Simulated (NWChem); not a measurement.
# C2H6O2Si; SMILES CC(=O)O[SiH3]

```xyz
11

Si     0.0273     1.7220    -0.0010
O      0.7503     0.1625     0.0012
C     -0.0879    -0.8834     0.0012
C      0.6216    -2.2020     0.0020
O     -1.2841    -0.7303     0.0005
H     -0.7800     1.9252     1.2308
H      1.2067     2.6280    -0.0020
H     -0.7795     1.9218    -1.2337
H     -0.1072    -3.0197     0.0038
H      1.2738    -2.2698     0.8851
H      1.2709    -2.2719    -0.8832
```
Atoms are numbered in this order, from 1.

Geometry: optimised at PBE0/def2-SVP.

Question: Give the principal values of the shielding tensors (ppm) of Si1, O2, C3, C4, O5 from PBE0/pcSseg-1, GIAO (NWChem), with their diamagnetic and paramagnetic parts as GIAO splits them.

Answer: 
```csv
atom,σ11,σ22,σ33,isotropic,diamagnetic,paramagnetic
Si1,351.8,355.1,451.4,386.1,879.5,-493.4
O2,-17.0,188.5,229.4,133.7,398.7,-265.1
C3,-93.8,38.3,75.6,6.7,253.3,-246.6
C4,141.9,152.6,192.1,162.2,248.2,-86.0
O5,-392.7,-256.1,237.9,-137.0,401.0,-538.0
```
